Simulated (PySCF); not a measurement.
Precursor series Ta Cl-OH. Gas-phase values, no solvent. One relaxed conformer stands for each flexible species; it need not be the lowest.

Method: TPSSh-D3(BJ)/def2-TZVP // BP86-D3(BJ)/def2-SVP run with PySCF 2.14.0. All candidates: neutral, multiplicity 1. 

```json
{
  "HOMO": "-8.16 eV",
  "HOMO–LUMO gap": "4.82 eV",
  "LUMO": "-3.34 eV"
}
```

Identify which member has these values.
A. [Ta(Cl)4(OH)]
B. [Ta(Cl)5]
C. [Ta(Cl)3(OH)2]
D. [Ta(OH)5]

A, [Ta(Cl)4(OH)]. The others give [Ta(Cl)3(OH)2]: -8.09 eV, 5.01 eV, -3.08 eV; [Ta(OH)5]: -7.65 eV, 6.25 eV, -1.41 eV; [Ta(Cl)5]: -8.51 eV, 4.27 eV, -4.24 eV
